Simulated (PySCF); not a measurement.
Compound: H10OSi4.
Geometry (PBE0-D3(BJ)/def2-SVP, Å), atoms numbered from 1 in this order:
```xyz
15
H10OSi4 angstrom
O     -0.7764   -2.0737    1.5967
Si    -1.5576   -1.0530    0.5222
Si     0.1594   -0.1757   -0.8052
Si    -0.3135    2.0558   -1.3356
Si     2.0747   -0.2969    0.5430
H     -1.3096   -2.4648    2.2955
H     -2.2528    0.0615    1.2481
H     -2.6014   -1.7773   -0.2725
H      0.3543   -0.9830   -2.0526
H     -0.4648    2.8257   -0.0618
H      0.7957    2.6620   -2.1347
H     -1.5856    2.1713   -2.1144
H      3.2378    0.3608   -0.1316
H      1.8065    0.4219    1.8262
H      2.4245   -1.7187    0.8329
```

The computed photoelectron lines, unassigned: O 1s: 538.47 eV; Si 1s: 1845.46 (area 1), 1846.13 (area 2), 1846.80 (area 1) eV; Si 2p3/2: 105.83 (area 1), 106.42 (area 2), 106.97 (area 1) eV.

Level of theory: delta-SCF UKS SCAN, pcX-2 on the ionised atom, pcseg-1 elsewhere, spin-free X2C (PySCF 2.14.0). One conformer (not necessarily the lowest) at the PBE0-D3(BJ)/def2-SVP geometry, without solvent, vibrations or thermal averaging.

Problem. Order the silicon atoms by Si 1s binding energy.

Solution. 1845.46 eV: Si3 (SiH silicon); 1846.13 eV: Si4/Si5 (SiH3 silicon); 1846.80 eV: Si2 (oxygen-bound silicon). The listed Si 1s values span 1.34 eV, from Si3 (bonded to H and 3 Si) to Si2 (bonded to O, 2 H and Si). The widest gap between neighbouring values is 0.67 eV, between 1846.13 and 1846.80 eV.

Problem. Assign the Si 2p3/2 lines to atoms.

Solution. 105.83 eV: Si3 (SiH silicon); 106.42 eV: Si4/Si5 (SiH3 silicon); 106.97 eV: Si2 (oxygen-bound silicon). Lowest listed Si 2p3/2: Si3, bonded to H and 3 Si. Highest, 1.14 eV above it: Si2, bonded to O, 2 H and Si.

Bonded neighbours of each site: O1: H and Si; Si2: O, 2 H and Si; Si3: H and 3 Si; Si4/Si5: 3 H and Si.

Problem. What is the longest wavelength that can ionise Si 2p3/2 of Si4/Si5 vertically?

Solution. λ = hc/E = 12398.42 eV Å / 106.42 eV = 116.505 Å.

Topologically equivalent atoms share the value of their first member; where this conformer doesn't relate them by symmetry, their own values could differ. For 2p shells one spin-free hole was relaxed; a mean-field spin–orbit operator and the ground-state splitting of the three 2p orbitals were then diagonalised within the shell. The shell's mean is (2 × 2p3/2 + 2p1/2)/3, and the degeneracies 2j + 1 give areas of 2:1. 2p1/2 minus 2p3/2 (ligand field included): Si 0.62 eV.

On Arm Neoverse V2, one thread, no GPU, shared host with 192 logical CPUs at a one-minute load of 108, this took 49 s wall and 0.66 GiB of memory at its peak.
